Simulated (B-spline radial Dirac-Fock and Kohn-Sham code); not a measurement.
## Electron momentum distribution of P⁺: Compton profiles

System: P⁺ in the configuration 1s2 2s2 2p6 3s2 3p2, inside a Watson sphere of charge -1 and radius 2.2 Å (a model of the Madelung potential; inside it an electron's potential energy is raised by 6.5 eV).

The run's input, task.json:

```json
{"items": [{
  "Z": 15,
  "q": 1,
  "cfg": [[1, 0, 2], [2, 0, 2], [2, 1, 6], [3, 0, 2], [3, 1, 2]],
  "A": 31,
  "rrms": 3.1889,
  "watson": [-1, 2.2],
  "do": ["scatter"],
  "s": [0.0, 0.05, 0.1, 0.15, 0.2, 0.25, 0.3, 0.35, 0.4, 0.45, 0.5, 0.6, 0.7, 0.8, 0.9, 1.0, 1.1, 1.2, 1.4, 1.6, 1.8, 2.0, 2.5, 3.0, 3.5, 4.0, 5.0, 6.0],
  "pz": [0, 0.1, 0.14, 0.19, 0.26, 0.37, 0.51, 0.7, 0.97, 1.3, 1.9, 2.6, 3.5, 4.9, 6.8, 9.4, 13.0, 18.0, 25.0, 34.0, 48.0],
  "hv_scatter": [1000, 2000, 17479.3, 20000, 50000, 100000, 200000, 1000000]
}]}
```

Launch: `python xray_run.py task.json out`

Calculated with a radial B-spline solver, using the impulse approximation on configuration-average Dirac-Fock orbitals. pz is in atomic units of momentum; subshell profiles are per electron, for a selection of subshells; open shells are spread over both j values by their weights.

```
  pz    J total   J 1s1/2   J 3s1/2   J 3p3/2
   0      4.228    0.0589     0.838     0.566
 0.1      4.179    0.0589     0.814     0.566
0.14      4.132    0.0589     0.792     0.565
0.19      4.051    0.0588     0.755     0.563
0.26      3.903    0.0588     0.691     0.555
0.37      3.597    0.0588     0.569     0.528
0.51      3.132    0.0586     0.406     0.466
 0.7      2.503    0.0584     0.224     0.347
0.97      1.838    0.0580    0.0806     0.186
 1.3      1.414    0.0574    0.0301    0.0691
 1.9      1.085    0.0558    0.0247   0.00989
 2.6     0.8113    0.0533    0.0157   0.00518
 3.5     0.5281    0.0493   0.00515   0.00457
 4.9     0.2736    0.0421  0.000725   0.00231
 6.8     0.1320    0.0319  0.000345  0.000751
 9.4    0.06166    0.0202  0.000282  0.000175
  13    0.02565   0.00996  0.000130  3.01e-05
  18   0.008614   0.00365  3.92e-05  3.96e-06
  25   0.002240  0.000990  8.74e-06    < 1e-6
  34  0.0005238  0.000236  1.82e-06    < 1e-6
  48  8.811e-05  4.03e-05    < 1e-6    < 1e-6
```

J(0) = 4.228. The 3s1/2 subshell gives the largest part, 40 %.

Mean momentum ⟨p⟩ by subshell (a.u.): 1s1/2 12.4, 2s1/2 3.63, 2p1/2 4.82, 2p3/2 4.80, 3s1/2 1.14, 3p1/2 1.26, 3p3/2 1.26.
